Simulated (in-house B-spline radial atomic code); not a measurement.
Radial electron density of Si VIII (Si7+), [He] 2s2 2p3. Computed with an all-electron radial atomic-structure program (B-spline basis): Dirac-Kohn-Sham wB97X, spherical fractional occupations, Fermi nucleus of rms radius 3.1224 fm.

Caution: exact exchange at fractional occupations of open shells leaves self-interaction of up to several eV.

Columns: r (bohr), 4πr²n(r) (electrons per bohr), bar.

```
 0.00414   0.3549 #
 0.00482   0.4712 #
 0.00561   0.6233 ##
 0.00653   0.8217 ##
  0.0076    1.078 ###
 0.00885     1.41 ####
  0.0103    1.831 #####
   0.012    2.365 #######
   0.014    3.039 ########
  0.0163    3.857 ###########
  0.0189    4.814 #############
   0.022    5.971 #################
  0.0256      7.3 ####################
  0.0298    8.783 ########################
  0.0347    10.37 #############################
  0.0405       12 #################################
  0.0471    13.49 ######################################
  0.0548    14.74 #########################################
  0.0638    15.56 ###########################################
  0.0743    15.81 ############################################
  0.0865    15.38 ###########################################
   0.101    14.26 ########################################
   0.117    12.68 ###################################
   0.136    10.84 ##############################
   0.159    9.092 #########################
   0.185     7.94 ######################
   0.215     7.58 #####################
   0.251    8.028 ######################
   0.292    8.972 #########################
    0.34      9.9 ############################
   0.395    10.24 #############################
    0.46    9.652 ###########################
   0.536    8.106 #######################
   0.624    5.989 #################
   0.726     3.83 ###########
   0.845    2.052 ######
   0.984    0.893 ##
    1.15   0.3067 #
    1.33  0.09146 
    1.55  0.01923 
    1.81 0.002825
```

On this grid the curve has 2 maxima, near 0.0743, 0.395 bohr.

The 2p3/2 radial function P(r) = rR(r), positive near the nucleus, with its small component Q(r) (sign convention: Q ≈ (P' + κP/r)/2c):

```
r (bohr)         P           Q
 0.00414  0.001673  -4.245e-05
 0.00561  0.003038  -7.782e-05
  0.0076  0.005496  -0.0001397
  0.0103  0.009898  -0.0002508
   0.014   0.01781  -0.0004505
  0.0189   0.03135  -0.0007889
  0.0256   0.05489   -0.001371
  0.0347   0.09472   -0.002345
  0.0471    0.1604   -0.003923
  0.0638    0.2632   -0.006335
  0.0865    0.4169   -0.009836
   0.117    0.6274    -0.01445
   0.159     0.892    -0.01995
   0.215     1.163    -0.02515
   0.292     1.372    -0.02852
   0.395     1.411    -0.02835
   0.536     1.211    -0.02349
   0.726    0.8257    -0.01548
   0.984    0.4055   -0.007495
    1.33    0.1349   -0.002376
    1.81   0.02508  -0.0004324
```
